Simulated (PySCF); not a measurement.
W(NH)(S)(NH2)2 (H5N3SW), SMILES [NH]=[W](=[S])([NH2])[NH2], multiplicity 1. Heavy atoms are numbered as in [W:1](=[NH:2])(=[S:4])([NH2:5])[NH2:8]. Hydrogens are named by the atom that carries them.

Geometry: PBE0-D3(BJ)/def2-SVP. The spin state was assumed, not searched. The structure was generated by enumeration; whether it is a known compound was not checked. The def2 effective core potentials stand for the cores of W; spin–orbit coupling is left out. The values are those of a single conformer.

Computed with PySCF with M06-2X/def2-TZVP.

ESP charges are fitted to the potential on shells at 1.4 to 2.0 van der Waals radii. Atomic charges (e), one atom of each kind:

```csv
atom,ESP fit,Löwdin,Mulliken
W1,1.02,0.36,1.16
N2 (NH),?,-0.36,-0.61
H on N2,?,0.16,0.26
S4,-0.39,-0.01,-0.37
N5 (NH2),-0.94,-0.39,-0.77
H on N5,?,0.16,0.27
```

Q: Some entries are withheld; supply them. (The exact figures need the calculation; the answer reports its results.)

A: 
- N2 (NH), ESP fit: -0.64
- H on N2, ESP fit: 0.35
- H on N5, ESP fit: 0.39
